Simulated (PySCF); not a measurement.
Compound: C₄H₁₀O₃Si.
SMILES: `CO[SiH](OC)C(C)=O`

Theory: PySCF, TDDFT wB97X-D/def2-SVPD, vertical, gas phase, core orbitals frozen in the response. Isolated species at its PBE0-D3(BJ)/def2-SVP geometry (one conformer only). Torsions of this conformer, `[CH3:1][O:2][SiH:3]([O:4][CH3:5])[C:6]([CH3:7])=[O:8]`: C1–O2–Si3–O4 174°, O2–Si3–O4–C5 -58°, O2–Si3–C6–C7 -121°.

Each state is given a Gaussian of 0.25 eV full width at half maximum, with ε(max) = 2.175×10⁸ f / Δν̃ (Δν̃ the width in cm⁻¹). The cross-section is σ = 3.8235×10⁻²¹ ε cm², given in Mb (10⁻¹⁸ cm²). The width is an assumption, not a result. The curve ends short of the highest state used, and states not computed would add to its high-energy end.

```tsv
E (eV)	σ (Mb)
3.11	0.00
3.19	0.01
3.27	0.06
3.35	0.22
3.43	0.43
3.51	0.47
3.59	0.29
3.67	0.10
3.75	0.02
3.84	0.00
3.92	0.00
4.00	0.00
4.08	0.00
4.16	0.00
4.24	0.00
4.32	0.00
4.40	0.00
4.48	0.00
4.56	0.00
4.64	0.00
4.72	0.00
4.81	0.00
4.89	0.00
4.97	0.00
5.05	0.00
5.13	0.00
5.21	0.00
5.29	0.00
5.37	0.00
5.45	0.00
5.53	0.00
5.61	0.00
5.69	0.00
5.77	0.00
5.86	0.00
5.94	0.00
6.02	0.00
6.10	0.00
6.18	0.00
6.26	0.02
6.34	0.12
6.42	0.33
6.50	0.52
6.58	0.48
6.66	0.39
6.74	0.88
6.82	2.97
6.91	8.29
6.99	13.84
7.07	14.99
7.15	10.32
7.23	5.62
7.31	5.71
7.39	9.98
7.47	15.60
7.55	18.05
```

Problem. Locate the maxima and give the states behind the curve.

Solution. 356 nm (3.49 eV), ε about 130, made up of S1 (100%); 190 nm (6.53 eV), ε about 140, made up of S2 (99%); 176 nm (7.04 eV), ε about 4000, made up of S4 (21%) and S5 (77%); 164 nm (7.54 eV), ε about 4700, made up of S7 (73%) and S8 (18%) (ε in L mol⁻¹ cm⁻¹; maxima over ε = 5, shares over 10%). The states used: S1 3.48 eV (f 0.0012); S2 6.52 eV (f 0.0013); S3 6.87 eV (f 0.0016); S4 6.97 eV (f 0.010); S5 7.07 eV (f 0.029); S6 7.39 eV (f 0.011); S7 7.54 eV (f 0.032); S8 7.64 eV (f 0.012); S9 7.98 eV (f 0.0081); S10 8.15 eV (f 0.039).

Problem. What would ε be at 7.54 eV, the highest of these maxima, with half the width (0.125 eV)?

Solution. About 7430 L mol⁻¹ cm⁻¹ against 4730, a factor of about 1.6; a lone state at its own centre would give exactly 2.

Problem. Coming from long wavelengths, where does ε first pass 100 L mol⁻¹ cm⁻¹?

Solution. At about 363 nm (3.41 eV), 0.07 eV below S1.

Problem. On this curve, what absorbance would a 10⁻⁴ mol/L sample give at 193 nm over a 1 cm path?

Solution. 193 nm is 6.424 eV, where ε is about 89 L mol⁻¹ cm⁻¹, so A = ε c l ≈ 0.0089 (Beer–Lambert, with the gas-phase spectrum and the assumed width).

The vertical ionisation energy (ΔSCF) is 8.96 eV, 0.81 eV above S10.

Hardware: one thread of an Arm Neoverse V1, no GPU, shared host with 32 logical CPUs at a one-minute load of 9.6. Cost: 2.1 min wall (grids of density and orbitals included), 1.4 GiB resident at most.
